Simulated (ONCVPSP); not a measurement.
**niobium (Nb), ONCV: configuration errors across variants**

- Element: niobium
- Generator: ONCVPSP 4.0.1
- Type: optimised norm-conserving Vanderbilt (ONCV)
- Functional: Wu-Cohen
- Relativity: non-relativistic
- Frozen core: [Ar] 3d10
- Valence charge: 13
- Reference configuration: 4s2 4p6 4d4 5s1
- Partial waves: 4s+5s: rc 2.10 bohr, ncon 4, nbas 7, qcut 4.5 1/bohr, 2 projectors; 4p: rc 1.70 bohr, ncon 5, nbas 8, qcut 9.3 1/bohr, 2 projectors, debl 1.5 Ha; 4d: rc 2.30 bohr, ncon 4, nbas 8, qcut 7.6 1/bohr, 2 projectors, debl 2 Ha
- Local potential: polynomial inside 1.55 bohr (lpopt 5, dvloc0 0 Ha)
- Core correction: Teter function, fcfact 5.25, rcfact 1.4

All-electron excitation energies from the reference (eV): (1) 4s2 4p6 4d4 5s0 6.288; (2) 4s2 4p6 4d3 5s0 20.509; (3) 4s2 4p6 4d4 5s0 5p1 2.766.

Errors AE − PS in meV (a dash: test not solved or not reliable):

```csv
change,(1),(2),(3),bound ghosts,GHOST(+) flags above zero
base,-1.5,-0.4,-1.1,none,none
"all radii but the core radius scaled by about 0.82 (s 1.72, p 1.40, d 1.90 bohr); local potential polynomial inside 1.28 bohr (lpopt 5, dvloc0 0 Ha)",-1.1,-0.4,-0.7,none,s
"all radii but the core radius scaled by about 0.88 (s 1.84, p 1.48, d 2.02 bohr); local potential polynomial inside 1.36 bohr (lpopt 5, dvloc0 0 Ha)",-1.3,-0.5,-0.9,none,s
"all radii but the core radius scaled by about 1.08 (s 2.26, p 1.82, d 2.48 bohr); local potential polynomial inside 1.66 bohr (lpopt 5, dvloc0 0 Ha)",-1.5,0.0,-1.2,none,none
"all radii but the core radius scaled by about 1.32 (s 2.78, p 2.24, d 3.04 bohr); local potential polynomial inside 2.04 bohr (lpopt 5, dvloc0 0 Ha)",+0.9,+7.0,-0.7,none,none
```

Question: Give the same row for: all radii but the core radius scaled by about 1.20 (s 2.52, p 2.04, d 2.76 bohr); local potential polynomial inside 1.86 bohr (lpopt 5, dvloc0 0 Ha).

Answer: -0.7, +2.4, -1.1; bound ghosts: none; GHOST(+) flags above zero: none.
